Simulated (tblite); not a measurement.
CH₈O₃Si₃.
Z-matrix (Å and degrees, GFN2-xTB geometry), rows numbered from 1:
```
C 
O   1  1.3958
Si  2  1.6064  1  125.75
O   3  1.6195  2  105.56  1  -179.63
Si  4  1.6452  3  123.15  2  -125.33
Si  5  2.3162  4   94.76  3     3.79
O   3  1.6301  2  113.15  1    66.72
H   1  1.0901  2  107.91  3  -176.53
H   1  1.0915  2  110.83  3   -56.51
H   1  1.0923  2  110.41  3    63.98
H   3  1.4509  2  115.71  1   -57.76
H   5  1.4663  4  103.73  3  -116.77
H   5  1.4638  4  103.89  3   126.72
H   6  1.4670  5  119.60  4  -108.52
H   6  1.4660  5  120.70  4   107.88
```

Computed values, GFN2-xTB/tblite, gas phase, harmonic and unscaled. The method is semi-empirical: single wavenumbers can be off by several per cent or more. Modes of hydrogen on silicon can be 10 to 20 % off. One conformer, not necessarily the lowest.

Harmonic wavenumbers (cm⁻¹): 51.4, 80.3, 88.8, 116.4, 165.6, 260.7, 287.0, 309.8, 337.1, 401.9, 439.7, 451.4, 567.7, 607.0, 619.0, 622.0, 640.4, 736.7, 747.8, 760.2, 783.8, 791.2, 832.2, 931.8, 1003.5, 1134.9, 1141.2, 1177.2, 1414.8, 1478.9, 1488.7, 2186.1, 2204.5, 2209.9, 2225.0, 2373.7, 2952.8, 2968.2, 2992.9.

A = 2828, B = 1094, C = 870.2 MHz; mass 151.978 u (most abundant isotopes); point group C1, symmetry number 1.

What is the zero-point energy?

½Σν̃ = 20291 cm⁻¹ = 58.02 kcal/mol.

What is S at 298.15 K and 1 bar for an ideal gas of classical rigid rotors and harmonic oscillators?

Translation 40.99, rotation 29.17, vibration 30.24: S = 100.4 cal/(mol K).

And Cp and H(298.15 K) − H(0)?

Cp = 39.61 cal/(mol K), of which vibrations give 31.66 (their classical limit is 39 R = 77.5); H(298.15 K) − H(0) = 7.18 kcal/mol without the zero-point energy, 4.81 from vibrations.

What must be added to the electronic energy to get the Gibbs energy at 298.15 K and 1 bar?

ZPE + [H(298.15 K) − H(0)] − T·S = 58.02 + 7.18 − 29.94 = 35.26 kcal/mol.

Which modes carry the vibrational entropy at 298.15 K?

51.4 cm⁻¹: 4.76; 80.3 cm⁻¹: 3.88; 88.8 cm⁻¹: 3.69; 116.4 cm⁻¹: 3.16; 165.6 cm⁻¹: 2.48; 260.7 cm⁻¹: 1.66 cal/(mol K); the other 33 give 10.61 together.

Hindered rotation and anharmonicity are outside this model. Other conformers, if any are populated, would add a mixing term that is left out. The structure is chiral; the term R ln 2 for an equal mix with its mirror image is left out.
